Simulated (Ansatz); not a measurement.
`O[SiH]([SiH3])Cl`, relaxed with RKS PBE0-D4/def2-TZVP in the Gaussian-basis code of Ansatz from a PBE-D4/def2-SVP geometry. The force threshold is 0.005 eV/Å; the program also tests the step.

Total charge 0; spin multiplicity 1.

Start:

```xyz
9

O     1.311    1.412    0.345
Si    0.182    0.611   -0.602
Si   -0.733   -1.084    0.732
Cl    1.097   -0.317   -2.246
H     1.745    2.179   -0.071
H    -0.821    1.573   -1.187
H    -1.420   -0.514    1.944
H     0.373   -2.004    1.168
H    -1.733   -1.858   -0.083
```

| step | energy (eV) | largest force (eV/Å) | largest move (Å) |
| --- | --- | --- | --- |
| 1 | -30397.8976 | 0.657 | 0.000 |
| 2 | -30397.9363 | 0.566 | 0.051 |
| 3 | -30397.9454 | 0.168 | 0.033 |
| 4 | -30397.9471 | 0.088 | 0.011 |
| 5 | -30397.9486 | 0.029 | 0.019 |
| 6 | -30397.9487 | 0.008 | 0.007 |
| 7 | -30397.9487 | 0.003 | 0.004 |

End:

```xyz
9

O     1.280    1.410    0.320
Si    0.184    0.605   -0.595
Si   -0.727   -1.086    0.734
Cl    1.100   -0.263   -2.233
H     1.753    2.144   -0.077
H    -0.817    1.539   -1.174
H    -1.407   -0.502    1.920
H     0.354   -2.003    1.179
H    -1.719   -1.842   -0.074
```

Hardware: 2 threads of a server CPU on a shared host. Wall time 41 s, peak host memory 0.42 GiB.
